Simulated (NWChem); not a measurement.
# BI₂ cation

```xyz
3

I     -1.9864    -0.0228     0.0206
B      0.0000     0.0000     0.0000
I      1.9864     0.0228    -0.0206
```
Atoms are numbered in this order, from 1.

Level: PBE-D3(BJ)/def2-SVP with def2 effective core potentials on I (NWChem), optimised geometry, unscaled harmonic frequencies. def2 effective core potentials on I; no spin-orbit coupling.

Question: List the harmonic frequencies with IR intensities, and the thermochemistry.

Answer: 
| frequency (cm⁻¹) | IR intensity (km/mol) |
|---|---|
| 0 | 3.7 |
| 212 | 0.0 |
| 228 | 0.0 |
| 1084 | 404.2 |

```yaml
zero_point_energy: 2.2 kcal/mol
thermal correction to the enthalpy at 298.15 K (with zero-point energy): 4.9 kcal/mol
heat capacity Cv: 8.9 cal/(mol K)
entropy at 298.15 K and 1 atm (symmetry number 2): 65.9 cal/(mol K)
```

Rigid rotor and harmonic oscillator; modes under 100 cm⁻¹ make the entropy uncertain.
